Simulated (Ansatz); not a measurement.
C3H10AlFO, SMILES `C[OH+][Al-]([CH3])([CH3])[F]`, 16 atoms. Charge 0, multiplicity 1. All runs use 4 threads of an Arm Neoverse V2 on a shared host. Correlated methods freeze the cores.

**Question.** Give the basis size and wall time and peak host memory of each of these runs in Ansatz. RKS HSE06 (plane-wave form)-D4/def2-TZVPP energy; RKS PBE0-D4/def2-SVP energy; RKS ωB97M-V/def2-QZVPP energy; RKS PBE0-D4/def2-QZVPP energy; RHF-MP2/def2-TZVPP energy; RKS PBE0-D4/def2-TZVP frequencies; RKS ωB97M-V/def2-SVP energy; RHF-MP2/def2-QZVPP energy; RKS revPBE-D4/def2-TZVPP energy; RKS SPW92 (LDA)/def2-TZVPP energy; direct RPA on PBE orbitals/def2-TZVPP energy; RKS B3LYP-D4/def2-TZVPP energy and forces. (An estimate is asked.)

**Answer.** The calculation gave: Other jobs shared the machine, so times are rough.

```csv
level,job,functions,wall time,peak host memory (GiB)
RKS PBE0-D4/def2-SVP,energy,138,2.1 s,0.36
RKS SPW92 (LDA)/def2-TZVPP,energy,337,2.8 s,0.52
RKS revPBE-D4/def2-TZVPP,energy,337,4.3 s,0.52
RKS HSE06 (plane-wave form)-D4/def2-TZVPP,energy,337,7.5 s,1.1
RHF-MP2/def2-TZVPP,energy,337,8.5 s,1.1
RKS ωB97M-V/def2-SVP,energy,138,8.5 s,0.5
RKS B3LYP-D4/def2-TZVPP,energy and forces,337,13 s,1.2
direct RPA on PBE orbitals/def2-TZVPP,energy,337,16 s,1.1
RKS PBE0-D4/def2-QZVPP,energy,655,23 s,2.8
RKS ωB97M-V/def2-QZVPP,energy,655,45 s,3.5
RHF-MP2/def2-QZVPP,energy,655,66 s,6.1
RKS PBE0-D4/def2-TZVP,frequencies,252,6.5 min,0.82
```

B3LYP here is the variant with VWN-RPA as its local correlation; programs differ in this.
